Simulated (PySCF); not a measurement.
Adding and removing an electron: ZrF

r²SCAN; Zr def2-TZVPPD with ECP28, F def2-TZVPPD; scalar-relativistic core potentials (PySCF 2.14). Neutral (UKS): quartet (σ ↑, δ ↑↑), Re = 1.883 Å, ωe = 659 cm⁻¹, HOMO -3.31 eV, LUMO -2.38 eV.

ZrF⁺ (UKS): triplet (σ ↑, δ ↑), Re = 1.821 Å, ωe = 754 cm⁻¹. The energies at the minima are -146.88610 hartree for ZrF and -146.64375 for ZrF⁺.

**Question.** Work out the adiabatic ionisation energy, without and with harmonic zero-point energies (1 hartree = 27.2114 eV, 1 eV = 8065.5 cm⁻¹), and the change of the bond length.

**Answer.** At r²SCAN: 0.24235 hartree = 6.595 eV between the minima; the zero-point term (754.0 − 659.0)/2 cm⁻¹ = +0.006 eV makes it 6.601 eV. Re changes by -6.2 pm against the neutral. The electron leaves a δ orbital; in so polar a molecule the change of length follows mostly from the change of the ionic charges.

De is left out where the level can put another filling of the metal’s s and d shells below the measured ground configuration, by anything from nothing to about 1 eV. Spin–orbit coupling is left out, which matters for elements this heavy, above all for dissociation energies. The state is the lowest single determinant that the PBE0 search found; with open d or f shells the true ground state can be another one.
